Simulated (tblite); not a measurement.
Compound: C2H14OSi5.
Z-matrix (Å and degrees, GFN2-xTB geometry), rows numbered from 1:
```
C 
O   1  1.4018
C   2  1.4212  1  114.29
Si  3  1.9164  2  101.46  1   179.97
Si  4  2.3398  3   99.63  2   -54.32
Si  5  2.3356  4  103.98  3    71.96
Si  6  2.3341  5  107.67  4    18.90
Si  7  2.3366  6  107.66  5     0.01
H   1  1.0970  2  111.01  3    60.38
H   1  1.0970  2  110.99  3   -60.56
H   1  1.0886  2  107.07  3   179.88
H   3  1.0967  2  110.02  1   -58.91
H   3  1.0967  2  110.02  1    58.84
H   4  1.4755  3  104.98  2  -179.95
H   5  1.4705  4  113.24  3   -52.27
H   5  1.4717  4  110.47  3  -167.46
H   6  1.4692  5  111.55  4  -104.51
H   6  1.4731  5  111.52  4   141.76
H   7  1.4733  6  111.73  5   122.72
H   7  1.4694  6  112.16  5  -123.05
H   8  1.4709  4  113.19  3    52.13
H   8  1.4722  4  110.54  3   167.38
```

All values are computed: GFN2-xTB (tblite) harmonic vibrations without scaling, gas phase. Against measured fundamentals such values can be off by several per cent, at times by over 20. Modes of hydrogen on silicon can be 10 to 20 % off. One conformer, not necessarily the lowest.

Harmonic wavenumbers (cm⁻¹): 37.6, 50.4, 66.4, 88.7, 96.0, 146.9, 158.7, 178.8, 224.9, 241.0, 316.9, 319.3, 350.4, 385.6, 386.7, 387.4, 390.7, 392.5, 423.2, 455.6, 471.1, 490.5, 502.7, 532.0, 535.6, 552.0, 610.1, 622.0, 624.7, 635.9, 747.8, 788.6, 820.1, 826.4, 837.0, 862.0, 961.4, 1094.7, 1135.3, 1153.7, 1194.3, 1283.5, 1406.9, 1471.0, 1491.5, 1511.1, 2108.4, 2132.5, 2142.7, 2148.8, 2154.5, 2160.5, 2164.0, 2176.7, 2182.9, 2867.4, 2901.8, 2903.5, 2926.5, 3023.0.

A = 839.7, B = 779.1, C = 740.8 MHz; mass 193.989 u (most abundant isotopes); point group Cs, symmetry number 1.

Zero-point energy?

Half the sum of the wavenumbers: 31126 cm⁻¹ = 372.36 kJ/mol.

What is S at 500 K and 1 bar for an ideal gas of classical rigid rotors and harmonic oscillators?

Translation 185.30, rotation 135.62, vibration 342.67: S = 663.6 J/(mol K).

And Cp and H(500 K) − H(0)?

Cp = 327.41 J/(mol K), of which vibrations give 294.15 (their classical limit is 60 R = 498.9); H(500 K) − H(0) = 101.93 kJ/mol without the zero-point energy, 85.30 from vibrations.

Blend soft modes into free rotors: weight 1/[1 + (100 cm⁻¹/ν̃)⁴] for the oscillator and the rest for a rotor with moment μB/(μ + B), μ = h/(8π²ν), B = 10⁻⁴⁴ kg m². What vibrational entropy results?

315.05 J/(mol K) in place of 342.67, which changes −T·S at 500 K by +13.81 kJ/mol.

What must be added to the electronic energy to get the Gibbs energy at 500 K and 1 bar?

ZPE + [H(500 K) − H(0)] − T·S = 372.36 + 101.93 − 331.80 = 142.49 kJ/mol.

Which modes carry the vibrational entropy at 500 K?

37.6 cm⁻¹: 26.81; 50.4 cm⁻¹: 24.38; 66.4 cm⁻¹: 22.09; 88.7 cm⁻¹: 19.69; 96.0 cm⁻¹: 19.04; 146.9 cm⁻¹: 15.54 J/(mol K); the other 54 give 215.13 together.

How do the functions run with temperature in this model?

```json
{"T (K)": "50", "S (J/(mol K))": "268.6", "Cp (J/(mol K))": "70.1", "H − H(0) (kJ/mol)": "2.45", "G − H(0) (kJ/mol)": "-10.98", "ln q(vib)": "1.02"}
{"T (K)": "100", "S (J/(mol K))": "328.6", "Cp (J/(mol K))": "108.0", "H − H(0) (kJ/mol)": "6.89", "G − H(0) (kJ/mol)": "-25.97", "ln q(vib)": "3.08"}
{"T (K)": "298.15", "S (J/(mol K))": "515.0", "Cp (J/(mol K))": "247.3", "H − H(0) (kJ/mol)": "43.23", "G − H(0) (kJ/mol)": "-110.32", "ln q(vib)": "11.97"}
{"T (K)": "373.15", "S (J/(mol K))": "574.4", "Cp (J/(mol K))": "282.1", "H − H(0) (kJ/mol)": "63.14", "G − H(0) (kJ/mol)": "-151.21", "ln q(vib)": "15.31"}
{"T (K)": "750", "S (J/(mol K))": "809.0", "Cp (J/(mol K))": "389.8", "H − H(0) (kJ/mol)": "192.14", "G − H(0) (kJ/mol)": "-414.64", "ln q(vib)": "30.27"}
{"T (K)": "1000", "S (J/(mol K))": "927.2", "Cp (J/(mol K))": "430.7", "H − H(0) (kJ/mol)": "295.04", "G − H(0) (kJ/mol)": "-632.13", "ln q(vib)": "38.66"}
```

q(vib) and H(0) count from the zero-point level.

Hindered rotation and anharmonicity are outside this model. Other conformers, if any are populated, would add a mixing term that is left out.
